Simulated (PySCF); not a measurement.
Spectrum to structure. Level of theory: TDDFT CAM-B3LYP/def2-SVPD, vertical, gas phase, core orbitals frozen in the response in PySCF. Geometries: GFN2-xTB, one conformer each.

```json
{"state": "S1", "λ (nm)": "206.0", "f": "0.0035"}
{"state": "S2", "λ (nm)": "189.9", "f": "0.0029"}
{"state": "S3", "λ (nm)": "186.7", "f": "0.0073"}
{"state": "S4", "λ (nm)": "175.3", "f": "0.125"}
{"state": "S5", "λ (nm)": "172.1", "f": "0.480"}
{"state": "S6", "λ (nm)": "162.7", "f": "0.0056"}
{"state": "S7", "λ (nm)": "161.0", "f": "0.037"}
{"state": "S8", "λ (nm)": "159.1", "f": "0.016"}
```

Question: Which structure fits?
A. `FC(F)/C=C/[SiH2]N[SiH3]`
B. `C#CC1=NN=CN1C`
C. `C#Cc1nn[nH]c1C`

Answer: A. Its S1, at 6.02 eV, is the highest among the candidates; the nearest of the others has S1 at 5.72 eV. S1 is HOMO→LUMO (74%), HOMO→LUMO+1 (23%). Löwdin shares by element: HOMO nitrogen 53%, silicon 21%, hydrogen 7% or more (atoms not listed hold the other 19%); LUMO carbon 62%, silicon 10% or more (atoms not listed hold the other 28%). At the same level the other candidates give, for their lowest levels:
- `C#Cc1nncn1C`: 237 nm (f 0.001); 219 nm (f 0.277); 209 nm (f 0.000); 200 nm (f 0.000); 199 nm (f 0.010); T1 4.00 eV; HOMO -8.52, LUMO 0.11 eV
- `C#Cc1nn[nH]c1C`: 217 nm (f 0.009); 212 nm (f 0.202); 207 nm (f 0.003); 202 nm (f 0.000); 199 nm (f 0.095); T1 4.15 eV; HOMO -8.21, LUMO 0.62 eV

Shape of the structure used: `[F:1][CH:2]([F:3])/[CH:4]=[CH:5]/[SiH2:6][NH:7][SiH3:8]`: F1–C2–C4–C5 126°, C4–C5–Si6–N7 -148°, C5–Si6–N7–Si8 -177°.
Triplets come from the Tamm–Dancoff approximation.
